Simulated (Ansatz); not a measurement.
`C[O][Sn]([SH])([Cl])[Cl]` → `[SH][SnH]([Cl])[Cl]` + `C=O`  (β-hydride elimination)

Computed with Ansatz on PBE0-D4/def2-TZVP structures; ΔE is electronic, products minus reactants. CCSD(T)/CBS is the MP2 limit (def2-TZVPP, def2-QZVPP) plus CCSD(T) − MP2 in def2-TZVPP, frozen cores. This one scheme is used for every species. Functionals use def2-TZVPP. B3LYP here is the variant with VWN-RPA as its local correlation; programs differ in this. Elements past krypton have def2 core potentials. For Sn outer-core shells are correlated without core-valence functions, which leaves a few kJ/mol of doubt a bond. One conformer a species, not always the lowest.

`C[O][Sn]([SH])([Cl])[Cl]`:

Cartesian coordinates in Å:
```
C -1.242 -1.171 -0.292
O -0.119 -0.705 0.431
Sn 0.730 0.973 -0.042
S 2.523 1.230 1.470
Cl -0.831 2.670 0.069
Cl 1.383 0.892 -2.255
H -1.007 -1.342 -1.349
H -1.540 -2.124 0.152
H -2.089 -0.479 -0.226
H 2.191 0.056 2.042
```

`[SH][SnH]([Cl])[Cl]`:

Z-matrix (Å, degrees):
```
Sn
Cl 1 2.316
Cl 1 2.309 2 108.3
S 1 2.375 2 108.8 3 114.2
H 1 1.697 2 107.7 3 -117.9
H 4 1.345 1 92.1 2 48.3
```

`C=O`:

Z-matrix (Å, degrees):
```
C
O 1 1.195
H 1 1.109 2 122.0
H 1 1.109 2 122.0 3 -180.0
```

**Question.** Is it downhill or uphill in electronic energy at CCSD(T)/CBS, and by how much? (An estimate is asked.)

**Answer.** The calculation gave: Uphill: ΔE = +32.7 kcal/mol.

**Question.** What do these levels give: PBE-D4, PBE0-D4, B3LYP-D4, ωB97X-V, ωB97M-V, PBE, r2SCAN, HF/def2-TZVPP, HF/def2-QZVPP, MP2/def2-QZVPP, HF/CBS(def2), MP2/CBS(def2)? (Estimate.)

**Answer.** Computed: PBE-D4 31.1, PBE0-D4 32.6, B3LYP-D4 29.8, ωB97X-V 31.9, ωB97M-V 30.8, PBE 28.8, r2SCAN 32.3, HF/def2-TZVPP 23.1, HF/def2-QZVPP 23.4, MP2/def2-QZVPP 34.4, HF/CBS(def2) 23.4, MP2/CBS(def2) 35.4 kcal/mol.

Largest T1 diagnostic among the species: 0.015.

In def2-TZVPP, CCSD(T) changes the Hartree–Fock value by +7.1 kcal/mol (the triples alone add +0.8 kcal/mol) and MP2 by +9.8 kcal/mol. The D4 term adds +3.7 kcal/mol with B3LYP and +2.1 kcal/mol with PBE0; it sums over pairs of atoms, weighted by their polarisabilities, and B3LYP, whose exchange is more repulsive, gets the larger term. From PBE to PBE0 (25 % exact exchange), in def2-TZVPP and without D4, ΔE moves by +1.7 kcal/mol.
